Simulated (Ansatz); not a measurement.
Molecule: sum formula SiCl2F2 (charge 0, singlet). SMILES: F[Si](F)(Cl)Cl
Coordinates optimised at B3LYP-D3(BJ)/def2-TZVP (Ansatz, a quantum-chemistry and plane-wave program):
```xyz
5

Si    -0.0174    -0.3276     0.0117
F      0.0230    -1.2155     1.3135
F     -0.1563    -1.2966    -1.2238
Cl    -1.6227     0.8923     0.0862
Cl     1.7076     0.7074    -0.1433
```

Wanted: vertical ionisation energy (to the doublet state of charge +1; each state is the SCF solution reached for its spin; for the doublet the Hartree-Fock reference is unstable and T1 is 0.018), in eV. Valence correlation only, unless marked. UHF or UKS for open shells. No spin-orbit coupling. No relativistic terms.  The program attaches cautions to a run behind CCSD/aug-cc-pV(D+d)Z: other roots. The program attaches cautions to a run behind CCSD/aug-cc-pV(T+d)Z: other roots. The program attaches cautions to a run behind CCSD/aug-cc-pV(Q+d)Z: other roots. The program attaches cautions to a run behind CCSD(T)/aug-cc-pV(D+d)Z: other roots. The program attaches cautions to a run behind CCSD(T)/aug-cc-pV(T+d)Z: other roots. The program attaches cautions to a run behind CCSD(T)/aug-cc-pV(Q+d)Z: other roots.

```
level                    program  vertical ionisation energy (eV)
-----------------------  -------  -------------------------------
RI-HF/aug-cc-pV(T+d)Z     Ansatz                            11.98
RI-HF/aug-cc-pV(Q+d)Z     Ansatz                            11.97
SVWN5/def2-TZVPD          Ansatz                            11.98
PBE/def2-TZVPD            Ansatz                            11.78
r2SCAN/def2-TZVPD         Ansatz                            12.04
B3LYP/def2-TZVPD          Ansatz                            12.17
PBE0/def2-TZVPD           Ansatz                            12.25
BHLYP/def2-TZVPD          Ansatz                            12.49
CAM-B3LYP/def2-TZVPD      Ansatz                            12.49
wB97M-V/def2-TZVPD        Ansatz                            12.55
wB97X-V/def2-TZVPD        Ansatz                            12.62
B2PLYP/def2-TZVPD         Ansatz                            12.36
RI-MP2/aug-cc-pV(T+d)Z    Ansatz                            13.01
RI-MP2/aug-cc-pV(Q+d)Z    Ansatz                            13.11
CCSD/aug-cc-pV(D+d)Z      Ansatz                            12.53
CCSD/aug-cc-pV(T+d)Z      Ansatz                            12.68
CCSD/aug-cc-pV(Q+d)Z      Ansatz                            12.79
CCSD(T)/aug-cc-pV(D+d)Z   Ansatz                            12.45
CCSD(T)/aug-cc-pV(T+d)Z   Ansatz                            12.61
CCSD(T)/aug-cc-pV(Q+d)Z   Ansatz                            12.72
```
